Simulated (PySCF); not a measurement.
Species: C4H11B2N.
SMILES with atom numbers: `[BH2:1][N:2]([BH2:3])[CH:4]1[CH2:5][CH2:6][CH2:7]1`

NICS = −σ at a ghost point: NICS(0) at the centroid of the ring atoms, NICS(1) 1 Å to either side along the normal of their mean plane, zz for the tensor component along that normal. Level: GIAO PBE0/pcSseg-1 (PySCF, non-relativistic, gas phase) on the PBE0-D3(BJ)/def2-SVP geometry, one conformer.

Ring bond lengths (Å), with Mayer bond orders in brackets: C4–C5 1.537 (1.02), C5–C6 1.540 (1.03), C6–C7 1.540 (1.03), C7–C4 1.537 (1.02).

Task: Give the NICS values of each ring in ppm.

Result: 
```json
{"ring": "C4–C5–C6–C7", "type": "4-membered carbocycle; formal bonds all single", "NICS(0)": "-3.6", "NICS(1), two faces": "-2.6 / -1.7", "NICS(1)zz, two faces": "1.1 / 4.1", "rms pucker (Å)": "0.14", "centre to ring atoms, mean (Å)": "1.08"}
```

Task: What do they say, and how far can they be read as aromaticity?

Result: 
- C4–C5–C6–C7: mean NICS(1)zz 2.6 ppm, near zero. C4, C5, C6, C7 have four or more neighbours; no verdict on aromaticity is drawn.

Task: What is the mean of the two in-plane components of NICS at the first NICS(1) probe listed for ring C4–C5–C6–C7, 1 Å off the ring?

Result: The isotropic value is a third of the trace: (3 × -2.6 − (1.1))/2 = -4.5 ppm.

Task: Give the inner angles of the rings and the Hirshfeld charges of the ring atoms.

Result: 
- C4–C5–C6–C7: C4 88.5° (+0.029 e), C5 87.9° (-0.071 e), C6 88.3° (-0.068 e), C7 87.9° (-0.071 e); sum 352.6° against 360° for a flat convex ring.

Task: How shielded are the nuclei of the rings and their hydrogens (means over atoms taken as equivalent)?

Result: 
```tsv
atoms	environment	σ isotropic (ppm)
C4	sp3 carbon bound to nitrogen	126.9
C5 (×2)	four-membered-ring carbon	149.2
C6	four-membered-ring carbon	168.4
H on C4	methine hydrogen	27.19
H on C5 (×2)	methylene hydrogen	29.56
H on C5 (×2)	methylene hydrogen	28.81
H on C6	methylene hydrogen	29.60
H on C6	methylene hydrogen	29.61
```

Task: How do the values depend on the level or the medium?

Result: 
```csv
level,"NICS(0), C4–C5–C6–C7","mean NICS(1)zz, C4–C5–C6–C7"
"PBE0/pcSseg-1, gas",-3.6,2.6
"wB97X-D/pcSseg-1, gas",-3.6,2.4
"PBE0/pcSseg-1, IEF-PCM acetone",-3.7,2.7
"PBE0/pcSseg-1, IEF-PCM chloroform",-3.6,2.7
```

The geometry is the same throughout; the continuum's cavity takes Bondi-type radii × 1.2.

Conformer computed: `[BH2:1][N:2]([BH2:3])[CH:4]1[CH2:5][CH2:6][CH2:7]1`: B1–N2–C4–C5 40°.
